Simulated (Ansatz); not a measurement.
ClHZn (SMILES [Cl][ZnH]) moved off its minimum; all values from Ansatz (a program for electronic structure), cores frozen in correlated methods.
(charge 0, multiplicity 1)
```xyz
3

Zn     0.01436     0.11604    -0.71567
H      0.00711     0.07059    -2.21209
Cl    -0.01609    -0.09781     1.41906
```

Forces at wB97M-V/def2-TZVPP (eV/Å):

```
atom      Fx      Fy      Fz
----  ------  ------  ------
Zn1   -0.042  -0.286   0.751
H2     0.019   0.133  -0.186
Cl3    0.022   0.153  -0.565
```

Task: Give the forces (eV/Å), the total energy and the dipole at CCSD(T)/def2-TZVPPD.

Result: 
| atom | Fx | Fy | Fz |
|---|---|---|---|
| Zn1 | -0.038 | -0.261 | 0.650 |
| H2 | 0.018 | 0.123 | -0.180 |
| Cl3 | 0.020 | 0.137 | -0.470 |
Energy -2238.6433 hartree, dipole 2.01 D.
